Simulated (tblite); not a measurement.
C5H10ClNSi2.
Structure used (GFN2-xTB), in Å, numbered top down from 1:
```
atom  x, y, z in Å
C1    -1.9727   -1.0289    0.5202
C2    -1.1005    0.2190    0.4497
Si3   -0.7594    1.0072   -1.2802
C4     1.1014    1.1588   -0.7283
C5     1.4756    2.4836   -0.4135
N6     1.7468    3.5634   -0.1350
Si7    0.7786    0.0730    0.8360
C8     1.4545   -1.6924    0.5427
Cl9    1.0653   -2.2134   -1.1181
H10   -2.0344   -1.4035    1.5407
H11   -2.9835   -0.8104    0.1801
H12   -1.5706   -1.8182   -0.1089
H13   -1.5412    0.9730    1.1070
H14   -0.8914    0.0955   -2.4128
H15   -1.4237    2.2828   -1.5353
H16    1.8191    0.7523   -1.4391
H17    1.2899    0.5394    2.1279
H18    2.5346   -1.7556    0.6460
H19    1.0019   -2.4166    1.2135
```

Level: GFN2-xTB in tblite, geometry and Hessian alike; calculated harmonic values, unscaled, isolated species. This tight-binding method is rough: wavenumbers can miss measured ones by several per cent, in bad cases by 10 to 20. Modes of hydrogen on silicon can be 10 to 20 % off. One conformer, not necessarily the lowest.

Harmonic wavenumbers (cm⁻¹): 44.5, 64.5, 80.1, 112.1, 127.9, 157.8, 212.2, 223.3, 241.5, 315.9, 352.0, 426.8, 455.6, 482.2, 486.9, 521.3, 584.4, 593.6, 640.2, 667.1, 681.7, 695.6, 725.7, 752.6, 760.0, 781.5, 957.9, 987.1, 1012.1, 1060.7, 1089.6, 1112.7, 1115.6, 1164.5, 1188.2, 1269.9, 1416.3, 1433.0, 1507.0, 1510.5, 2251.2, 2287.4, 2300.7, 2376.8, 2939.3, 2979.9, 3002.1, 3009.9, 3011.8, 3020.6, 3047.4.

A = 1331, B = 750.0, C = 643.8 MHz; mass 175.004 u (most abundant isotopes); point group C1, symmetry number 1.

Task: Zero-point energy?

Result: ½Σν̃ = 29120 cm⁻¹ = 83.26 kcal/mol.

Task: Give the ideal-gas entropy at 298.15 K and 1 bar in the rigid-rotor, harmonic-oscillator model (classical rotation).

Result: Translation 41.41, rotation 30.59, vibration 37.96: S = 110.0 cal/(mol K).

Task: And Cp and H(298.15 K) − H(0)?

Result: Cp = 46.62 cal/(mol K), of which vibrations give 38.67 (their classical limit is 51 R = 101.3); H(298.15 K) − H(0) = 8.33 kcal/mol without the zero-point energy, 5.96 from vibrations.

Task: Which modes carry the vibrational entropy at 298.15 K?

Result: 44.5 cm⁻¹: 5.05; 64.5 cm⁻¹: 4.31; 80.1 cm⁻¹: 3.89; 112.1 cm⁻¹: 3.23; 127.9 cm⁻¹: 2.98; 157.8 cm⁻¹: 2.58 cal/(mol K); the other 45 give 15.92 together.

Task: Blend soft modes into free rotors: weight 1/[1 + (100 cm⁻¹/ν̃)⁴] for the oscillator and the rest for a rotor with moment μB/(μ + B), μ = h/(8π²ν), B = 10⁻⁴⁴ kg m². What vibrational entropy results?

Result: 34.89 cal/(mol K) in place of 37.96, which changes −T·S at 298.15 K by +0.92 kcal/mol.

Task: How do the functions run with temperature in this model?

Result: 
```tsv
T (K)	S (cal/(mol K))	Cp (cal/(mol K))	H − H(0) (kcal/mol)	G − H(0) (kcal/mol)	ln q(vib)
100	74.6	22.0	1.47	-5.99	2.28
200	93.8	34.9	4.31	-14.45	5.71
300	110.3	46.8	8.41	-24.66	9.11
500	138.6	64.2	19.66	-49.64	15.66
800	172.5	79.6	41.45	-96.51	24.53
1000	191.0	86.3	58.08	-132.90	29.80
```

q(vib) and H(0) count from the zero-point level.

Hindered rotation and anharmonicity are outside this model. Other conformers, if any are populated, would add a mixing term that is left out. The structure is chiral; the term R ln 2 for an equal mix with its mirror image is left out.
